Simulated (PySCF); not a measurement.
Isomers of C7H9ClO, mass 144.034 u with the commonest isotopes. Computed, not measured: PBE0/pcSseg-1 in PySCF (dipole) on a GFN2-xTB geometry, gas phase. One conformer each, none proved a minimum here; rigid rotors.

**Question.** Order these by rotational constant A, largest first.
A. `[CH2:1]=[CH:2][C@@:3]1([CH3:4])[CH2:5][C@@H:6]1[C:7](=[O:8])[Cl:9]` with C1–C2–C3–C4 3°, C5–C6–C7–O8 -21°
B. `[CH3:1][CH2:2][CH2:3][c:4]1[o:5][cH:6][cH:7][c:8]1[Cl:9]` with C1–C2–C3–C4 -67°, C2–C3–C4–O5 -76°
C. `[CH2:1]=[CH:2][CH2:3][C@@H:4]([CH:5]=[CH2:6])[C:7](=[O:8])[Cl:9]` with C1–C2–C3–C4 114°, C2–C3–C4–C5 177°, C3–C4–C5–C6 -120°, C3–C4–C7–O8 -58°
D. `[CH2:1]=[CH:2][C@:3]1([Cl:4])[CH2:5][C@@H:6]2[O:7][C@@H:8]2[CH2:9]1` with C1–C2–C3–Cl4 0°, C2–C3–C5–C6 -96°, C3–C5–C6–O7 49°, C5–C6–O7–C8 -98°, C6–O7–C8–C9 98°

**Answer.** A (2446 MHz), D (2378 MHz), B (1635 MHz), C (1416 MHz).

**Question.** Order these by out-of-plane moment Σ m c² = (Ia + Ib − Ic)/2, smallest first.
A. `[CH2:1]=[CH:2][C@@H:3]1[CH2:4][C@@:5]1([CH3:6])[C:7](=[O:8])[Cl:9]` with C1–C2–C3–C4 -158°, C4–C5–C7–O8 25°
B. `[CH2:1]=[CH:2][C@@:3]1([CH3:4])[CH2:5][C@@H:6]1[C:7](=[O:8])[Cl:9]` with C1–C2–C3–C4 3°, C5–C6–C7–O8 -21°
C. `[CH2:1]=[CH:2][C@:3]1([Cl:4])[CH2:5][C@@H:6]2[O:7][C@@H:8]2[CH2:9]1` with C1–C2–C3–Cl4 0°, C2–C3–C5–C6 -96°, C3–C5–C6–O7 49°, C5–C6–O7–C8 -98°, C6–O7–C8–C9 98°
D. `[CH2:1]=[CH:2][CH2:3][C@@H:4]([CH:5]=[CH2:6])[C:7](=[O:8])[Cl:9]` with C1–C2–C3–C4 114°, C2–C3–C4–C5 177°, C3–C4–C5–C6 -120°, C3–C4–C7–O8 -58°
E. `[CH3:1][CH2:2][CH2:3][c:4]1[o:5][cH:6][cH:7][c:8]1[Cl:9]` with C1–C2–C3–C4 -67°, C2–C3–C4–O5 -76°

**Answer.** E (47.92 u·Å²), C (66.58 u·Å²), B (72.66 u·Å²), D (77.81 u·Å²), A (87.04 u·Å²).

**Question.** Order these by rotational constant C, smallest first.
A. `[CH2:1]=[CH:2][CH2:3][C@@H:4]([CH:5]=[CH2:6])[C:7](=[O:8])[Cl:9]` with C1–C2–C3–C4 114°, C2–C3–C4–C5 177°, C3–C4–C5–C6 -120°, C3–C4–C7–O8 -58°
B. `[CH2:1]=[CH:2][C@:3]1([Cl:4])[CH2:5][C@@H:6]2[O:7][C@@H:8]2[CH2:9]1` with C1–C2–C3–Cl4 0°, C2–C3–C5–C6 -96°, C3–C5–C6–O7 49°, C5–C6–O7–C8 -98°, C6–O7–C8–C9 98°
C. `[CH3:1][CH2:2][CH2:3][c:4]1[o:5][cH:6][cH:7][c:8]1[Cl:9]` with C1–C2–C3–C4 -67°, C2–C3–C4–O5 -76°
D. `[CH2:1]=[CH:2][C@@:3]1([CH3:4])[CH2:5][C@@H:6]1[C:7](=[O:8])[Cl:9]` with C1–C2–C3–C4 3°, C5–C6–C7–O8 -21°

**Answer.** D (738.0 MHz), A (799.1 MHz), C (829.8 MHz), B (971.8 MHz).

```csv
SMILES,point group,Ia (u·Å²),Ib (u·Å²),Ic (u·Å²),κ,μa (D),μb (D),μc (D)
C=C[C@@]1(C)C[C@@H]1C(=O)Cl,C1,206.61,623.48,684.76,-0.92,3.07,0.60,1.24
CCCc1occc1Cl,C1,309.18,395.69,609.04,0.11,0.33,0.99,0.16
C=C[C@]1(Cl)C[C@@H]2O[C@@H]2C1,Cs,212.57,440.63,520.04,-0.75,1.20,0.89,0.00
C=CC[C@@H](C=C)C(=O)Cl,C1,357.01,431.07,632.45,0.21,0.68,2.34,1.54
C=C[C@@H]1C[C@@]1(C)C(=O)Cl,C1,211.01,608.10,645.03,-0.94,2.69,1.56,1.42
```
